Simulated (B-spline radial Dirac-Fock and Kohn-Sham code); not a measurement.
## Lu²⁺: non-radiative channels of the 4s vacancy

System: the Lu²⁺ ion, [Xe] 4f14 6s1, inside a Watson sphere of charge -2 and radius 1.8 Å (a model of the Madelung potential; inside it an electron's potential energy is raised by 16.0 eV).

These are calculated numbers from an atomic code on a B-spline grid; the model is one-electron (LDA, Dirac) transition rates at Dirac-Fock energies. Kinetic energies are configuration averages from the vacuum level; the two-hole energies are estimated from single-hole states.

```tsv
transition	kinetic energy (eV)	width (meV)	share (%)
N1-N2O1	–	699	5.1
N1-N2O2	34.95	530	3.9
N1-N2O3	42.28	1000	7.3
N1-N2N6	55.32	359	2.6
N1-N2N7	55.66	442	3.2
N1-N3O1	–	764	5.6
N1-N3O2	88.53	785	5.7
N1-N3O3	96.47	957	7.0
N1-N3N6	108.6	2070	15.1
N1-N3N7	110.7	2580	18.8
```

A dash stands for an energy that rests on an unreliable hole state.

Coster-Kronig rates are the weakest part of this model and often come out 1.5 to 2.5 times too large. Super-Coster-Kronig decay this fast strains the one-particle picture, and such widths tend to come out too large. Channels within a few eV of threshold rest on estimated energies and may be closed in reality. The listed channels hold 74 % of the non-radiative rate. Summed by principal shells, of 13.7 eV in all: NNN 50.8 %, NNO 47.5 %, NNP 1.1 %, NOO 0.5 %.
